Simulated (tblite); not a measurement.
Species: C8H18P (charge +1).
Atom-mapped SMILES: `[CH2:1]=[CH:2][CH2:3][P@@H+:4]([CH3:5])[C:6]([CH3:7])([CH3:8])[CH3:9]` (hydrogens: H10, H11 on C1; H12 on C2; H13, H14 on C3; H15 on P4; H16, H17, H18 on C5; H19, H20, H21 on C7; H22, H23, H24 on C8; H25, H26, H27 on C9)

The geometry is computed with GFN2-xTB (gas phase).

Give the optimised bond lengths and angles.

```json
{"bond": "C1=C2", "length (bohr)": "2.494"}
{"bond": "C2–C3", "length (bohr)": "2.842"}
{"bond": "C3–P4", "length (bohr)": "3.439"}
{"bond": "P4–C5", "length (bohr)": "3.410"}
{"bond": "P4–C6", "length (bohr)": "3.504"}
{"bond": "C6–C7, C6–C8, C6–C9", "length (bohr)": "2.887"}
{"bond": "C1–H10", "length (bohr)": "2.036"}
{"bond": "C1–H11", "length (bohr)": "2.032"}
{"bond": "C2–H12", "length (bohr)": "2.045"}
{"bond": "C3–H13", "length (bohr)": "2.068"}
{"bond": "C3–H14", "length (bohr)": "2.068"}
{"bond": "P4–H15", "length (bohr)": "2.612"}
{"bond": "C5–H16, C5–H17, C5–H18", "length (bohr)": "2.060"}
{"bond": "C7–H19 and 8 like bonds", "length (bohr)": "2.057"}
```

Bonds in one row agree within 0.02 bohr and their mean is given. A selection of angles:
```json
{"angle": "C1–C2–C3", "degrees": "123.7"}
{"angle": "C2–C3–P4", "degrees": "108.6"}
{"angle": "C3–P4–C5", "degrees": "108.5"}
{"angle": "C3–P4–C6", "degrees": "114.7"}
{"angle": "C5–P4–C6", "degrees": "114.2"}
{"angle": "P4–C6–C7", "degrees": "107.0"}
{"angle": "P4–C6–C9", "degrees": "108.9"}
{"angle": "C7–C6–C8", "degrees": "110.7"}
```

Dihedral angles: C1–C2–C3–P4 -117° (anticlinal); C2–C3–P4–C5 60° (synclinal); C3–P4–C6–C7 61° (synclinal).

The 5 C–C bonds span 1.320 Å (C1=C2, drawn double) to 1.529 Å (C6–C7, drawn single), a spread of 0.209 Å. C1 (terminal =CH2 carbon) is planar (angles 122.1°, 121.6° and 116.3°, sum 360.0°, 0.01 Å off the plane of its three neighbours). Of the pairs four or more bonds apart, C2···H17 is among the closest relative to their van der Waals radii: 2.86 Å, 99 % of the sum of Bondi's values. P4 (phosphonium phosphorus) is distorted tetrahedral (angles from 106.1° to 114.7°). The C–P distances run from 1.804 Å (P4–C5, drawn single) to 1.854 Å (P4–C6, drawn single), a spread of 0.050 Å. C2 (alkene CH carbon) is planar (angles 123.7°, 120.8° and 115.5°, sum 360.0°, 0.01 Å off the plane of its three neighbours).

Point group: C1 (no symmetry element, even within 0.4 Å). Its GFN2-xTB frequencies are all real (lowest 21 cm⁻¹). 2 starts were optimised and ended at 0.00 and 0.47 kcal/mol (GFN2-xTB); the lowest of these is shown.

On one thread of an Arm Neoverse V2, shared host, this took 0.55 s. That covers the optimisation of the geometry.

One conformer stands for the species.
